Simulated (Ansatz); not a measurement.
Cost and result up the ladder for the cluster In₂Se₃ (5 atoms). Charge 0, multiplicity 1. Geometry: B3LYP-D4/def2-SVP.

```xyz
5

In   -0.212   -1.115    0.515
In   -0.500    2.319    0.262
Se   -1.489    0.249    2.059
Se    1.202   -1.964   -1.326
Se    0.999    0.511   -1.511
```

Ansatz on 4 threads of Arm Neoverse V1 on a shared host. Times are rough, and most runs start from the orbitals of an earlier one. ωB97X-V/def2-TZVP serves as the yardstick here, not as an exact answer. Differences are given only for rows in sets of like size (and for xTB, whose basis is part of the method), since another set adds its own error. Binding counts from free atoms at the same level (In doublet, Se triplet; other spins of the atoms weren't run), without zero-point energy or a counterpoise term.

In the def2 sets In takes a core potential; there is no spin–orbit coupling. Correlated methods freeze 35 core orbitals; core or outer-core shells of In, Se are correlated, in sets that lack core-valence functions. The rows differ in basis, and correlated rows in double-zeta sets carry the largest basis error. Another isomer (singlet) lies 0.25 eV lower at PBE0-D4/def2-TZVP; other spin states weren't run for this one.

Correlated methods converge slowly with the basis, most of all in double-zeta sets.

```tsv
level	functions	wall time	binding energy per atom (eV)	difference from ωB97X-V/def2-TZVP (eV)
PBE-D4/def2-TZVP (with forces)	244	6.5 s	2.44	0.17
r2SCAN-D4/def2-TZVP	244	11 s	2.36	0.09
PBE0-D4/def2-TZVP	244	12 s	2.32	0.05
PBE-QIDH/def2-TZVP	244	17 s	2.29	0.01
ωB97X-V/def2-TZVP	244	24 s	2.28	0.00
CCSD(T)/def2-SVP	148	59 s	1.98	–
```
